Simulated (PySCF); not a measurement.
One of the candidates below gave these computed data.

All candidates are C2H15NOSi4.

- 1H NMR: chemical shifts (computed TMS as zero) by class: 5.18 (3 H), 4.97 (1 H), 4.87 (6 H), 1.06 (1 H), 0.97 (3 H), 0.82 (1 H) ppm [GIAO PBE0/pcSseg-1]
- 13C NMR: chemical shifts (computed TMS as zero) by class: 10.8 (1 C), 7.3 (1 C) ppm [GIAO PBE0/pcSseg-1]
- Rotational structure: rotational constants A, B, C: 0.966, 0.816, 0.599 GHz [GFN2-xTB]
- NMR, other nuclei: isotropic shieldings of nuclei other than C and H, by class: 248 (1 N), 286 (1 O), 363 (1 Si), 393 (1 Si), 399 (2 Si) ppm [GIAO PBE0/pcSseg-1]
- Dipole: 0.32 D [PBE0/pcSseg-1]

Gas-phase values; electronic properties from PySCF, density fitting. Levels stand in brackets. The structure is a single GFN2-xTB conformer in the gas phase; no vibrational or solvent corrections. GFN2-xTB frequencies show an imaginary mode (35i cm⁻¹), so this geometry is no minimum at that level. NMR classes are plain means over equivalent atoms (diastereotopic ones count apart unless rotation or inversion swaps them), as if these changed places fast.

**Question.** Which candidate is it?
A. `CC[SiH2]O[Si@@H](N)[SiH2][SiH3]`
B. `COC[SiH2][SiH2]N([SiH3])[SiH3]`
C. `CC[Si@H](O[SiH3])N([SiH3])[SiH3]`

**Answer.** C. It is `CC[Si@H](O[SiH3])N([SiH3])[SiH3]`. Numbering: `[CH3:1][CH2:2][Si@H:3]([O:4][SiH3:5])[N:6]([SiH3:7])[SiH3:8]`. Its formula, C2H15NOSi4, gives 0 degrees of unsaturation, so no ring and no π bond. 2 carbons fall into 2 classes; from least to most shielded: sp3 carbon bound to silicon [C2] (10.8 ppm), methyl carbon [C1] (7.3 ppm). Hydrogen classes from least to most shielded: 3 H on an oxygen-bound silicon, Si5 (5.18 ppm), 1 H on an oxygen-bound silicon, Si3 (4.97 ppm), 6 H on 2 SiH3 silicons, Si7/Si8 (4.87 ppm), 1 H on an sp3 carbon bound to silicon, C2 (1.06 ppm), 3 H on a methyl carbon, C1 (0.97 ppm), 1 H on an sp3 carbon bound to silicon, C2 (0.82 ppm). The other shieldings belong to: 248 ppm, nitrogen bridging silicon atoms [N6]; 286 ppm, siloxane oxygen [O4]; 363 ppm, oxygen-bound silicon [Si3]; 393 ppm, oxygen-bound silicon [Si5]; 399 ppm, SiH3 silicon [Si7/Si8]. The optimised geometry has point group C1 and is an asymmetric top.

The others, at the same levels:
- `COC[SiH2][SiH2]N([SiH3])[SiH3]` fails: its computed 13C shifts are 65.5 (1 C), 64.3 (1 C) ppm, 1H shifts are 5.14 (2 H), 4.74 (6 H), 4.17 (2 H), 3.42 (3 H), 3.38 (2 H) ppm and rotational constant A is 1.770 GHz (against 0.966 GHz).
- `CC[SiH2]O[Si@@H](N)[SiH2][SiH3]` fails: its computed 1H shifts are 6.02 (1 H), 5.21 (1 H), 5.05 (1 H), 3.51 (3 H), 3.43 (1 H), 3.16 (1 H), 1.53 (3 H), 0.97 (1 H), 0.54 (2 H), 0.46 (1 H) ppm, rotational constant A is 1.360 GHz (against 0.966 GHz) and smallest rotational constant is 0.471 GHz (against 0.599 GHz).

Each candidate is one conformer, not necessarily the lowest. The conformers computed, where there is a choice (atom-mapped SMILES and torsion angles):
- `[CH3:1][CH2:2][Si@H:3]([O:4][SiH3:5])[N:6]([SiH3:7])[SiH3:8]`: C1–C2–Si3–O4 178°, C2–Si3–O4–Si5 -160°, C2–Si3–N6–Si7 47°
- `[CH3:1][O:2][CH2:3][SiH2:4][SiH2:5][N:6]([SiH3:7])[SiH3:8]`: C1–O2–C3–Si4 174°, O2–C3–Si4–Si5 -34°, C3–Si4–Si5–N6 -164°, Si4–Si5–N6–Si7 120°

The conformers of `CC[SiH2]O[Si@@H](N)[SiH2][SiH3]` aren't listed.
